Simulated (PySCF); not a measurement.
Compound: C7H7 (doublet state).
Z-matrix (Å and degrees, GFN2-xTB geometry), rows numbered from 1:
```
C 
C   1  1.3473
C   2  1.4138  1  125.10
C   3  1.4411  2  128.04  1     0.16
C   4  1.3545  3  108.00  2   179.33
C   5  1.4551  4  108.48  3     0.13
C   6  1.3580  5  108.31  4     0.01
H   1  1.0760  2  121.61  3  -179.68
H   1  1.0758  2  121.63  3     0.26
H   2  1.0840  1  119.00  3   179.73
H   4  1.0730  3  125.25  2    -0.54
H   5  1.0745  4  127.24  3  -179.80
H   6  1.0746  5  124.29  4  -179.99
H   7  1.0741  3  124.54  2     0.49
```

The hyperfine couplings belong to this conformer and change with its torsions.

Identity: `C=C[C]1C=CC=C1` [radical].

Computed, not measured: UKS B3LYP, pcH-1 on C H, non-relativistic, mean-field spin-orbit, GIAO in PySCF. Isolated species at its GFN2-xTB geometry (one conformer only). Couplings are sensitive to structure, and on GFN2-xTB geometries they can be far from those on DFT ones. No stability test was run, so a lower SCF solution isn't excluded. ⟨S²⟩ is 0.777 where a pure state has 0.75.

(1) Give the principal g shifts and their parts.

(2) Average each term over the three axes. Which is largest in size?

(3) What are the electron Larmor frequencies g μB B/h along the three axes at 330 mT?

(4) In a frozen sample, at which fields do the three g values resonate at 9.5, 34, 94 and 263 GHz (hyperfine left aside), and which band first spreads them over more than twice a line width of 0.5 mT?

## Answers

(1) 
```tsv
Δg (ppm)	1	2	3
relativistic mass correction	-139	-139	-139
gauge correction	1	36	27
orbital Zeeman/spin–orbit	2	242	740
total	-136	139	627
```

So g = 2.00218, 2.00246, 2.00295 and g_iso = 2.00253; the tensor is rhombic: the two nearest values differ by 36 % of g3 − g1. Axes: g1 is normal to the molecular plane, g2 points within 3° of the C2–C3 bond and g3 points within 2° of the C5–C6 bond.

(2) The orbital-Zeeman/spin–orbit term 328, the mass correction -139 and the gauge correction 21 ppm, for a total of 210 ppm. The orbital-Zeeman/spin–orbit term is the largest in size. The mass correction is the same along every axis, so the anisotropy comes from the other two: their spans along these axes are 35 (gauge) and 738 ppm (orbital Zeeman/spin–orbit).

(3) 9.2476, 9.2489, 9.2511 GHz for g1, g2 and g3, a range of 3.5 MHz.

(4) 
```csv
band,GHz,B(g3) mT,B(g2) mT,B(g1) mT,spread mT
X,9.5,338.88,338.96,339.01,0.13
Q,34.0,1212.82,1213.12,1213.29,0.46
W,94.0,3353.10,3353.92,3354.38,1.28
J,263.0,9381.55,9383.84,9385.13,3.58
```

The spread grows in proportion to the frequency. W band is the first where it exceeds 1.0 mT.

The Mulliken spin populations are largest on C3 (+0.48), C1 (+0.46), C6 (+0.30) and C2 (-0.20). Four atoms exceed +0.15. The positive populations add up to 1.43 and the negative ones to -0.43, together 2S = 1.

The HOMO–LUMO gaps are 5.15 eV among the α and 2.45 eV among the β orbitals.
